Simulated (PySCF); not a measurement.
Delta-SCF ions had no search for a lower state. Excitations are Tamm–Dancoff values on a coarser integration grid. The basis has no diffuse functions, so Rydberg states are missing or too high.

## CH6OSi2, SMILES `O([SiH]=C)[SiH3]` (C–Si–O–Si torsion 1°) (charge 0, multiplicity 1)

The numbers are results of PBE0-D3(BJ)/def2-TZVP in PySCF, not measurements.

- HOMO: -6.27 eV
- dipole moment: 1.05 D
- HOMO–LUMO gap: 5.81 eV
- LUMO: -0.45 eV
- S1 excitation (TDA): 4.82 eV
- S1 oscillator strength: 0.019
- brightest of the four lowest singlets (TDA): 5.70 eV
- T1 excitation (TDA): 3.14 eV
- S1–T1 gap (TDA): 1.69 eV
- vertical ionisation energy (Delta-SCF): 8.26 eV
- total energy: -695.6410 Ha
- cost: about 60 core-seconds (a rough figure)

```xyz
10

C      2.0501     0.2790    -0.3983
Si     0.9346    -0.9515    -0.0915
O     -0.6672    -0.7679     0.0703
Si    -1.8574     0.3710     0.0323
H      3.1006     0.0256    -0.4871
H      1.7985     1.3259    -0.5127
H      1.2747    -2.3745     0.0715
H     -3.0932    -0.2604     0.5501
H     -2.0631     0.8267    -1.3647
H     -1.4776     1.5261     0.8835
```
Charge 0, spin multiplicity 1.
